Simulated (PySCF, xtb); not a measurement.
C4H3BrClF, SMILES FC(=C)/C(Br)=C/Cl. The values are those of a single conformer.

Harmonic wavenumbers (cm⁻¹) from GFN2-xTB in xtb at its own minimum, in rising order: 55, 122, 162, 179, 313, 354, 358, 480, 586, 586, 697, 769, 837, 873, 915, 967, 1205, 1229, 1363, 1581, 1670, 3066, 3139, 3180.

Question: What does PBE-D3(BJ)/def2-SVP in PySCF 2.14.0 give at its own minimum? (The exact figures need the calculation; the answer reports its results.)

Answer: 70, 139, 172, 192, 329, 370, 388, 503, 604, 619, 694, 783, 822, 874, 916, 974, 1209, 1288, 1332, 1581, 1664, 3122, 3157, 3236. Paired by order, the mean absolute difference is 19 cm⁻¹ and the zero-point energies are 35.3 and 35.8 kcal/mol.
